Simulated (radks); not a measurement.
Values are calculated unless marked as measured or tabulated.
Task: Species: V16+. Configuration: [He] 2s2 2p3 (the NIST ground configuration). Code: a radial shooting solver on a logarithmic mesh with Libxc functionals. Model: scalar-relativistic Kohn-Sham, r2SCAN, spin-polarised, spherical densities, finite nucleus; open shells are filled with parallel spins first; meta-GGA in the generalised Kohn-Sham scheme; Fermi nuclear charge, rms radius 3.6002 fm. Some entries of the table are withheld. Estimate them.

orbital  occ.  eigenvalue (eV)  <r^2> (bohr^2)  <r> (bohr)
1s up       1        -6114.159        0.005906     0.06629
1s down     1        -6095.961        0.005859     0.06606
2s up       1        -1212.415         0.09701      0.2877
2s down     1        -1181.462         0.09936      0.2911
2p up       3        -1133.265             (1)      0.2503
2p down     0        -1094.516             (2)      0.2545

Result: 
(1) 2p up <r^2> (bohr^2): 0.07596
(2) 2p down <r^2> (bohr^2): 0.07869
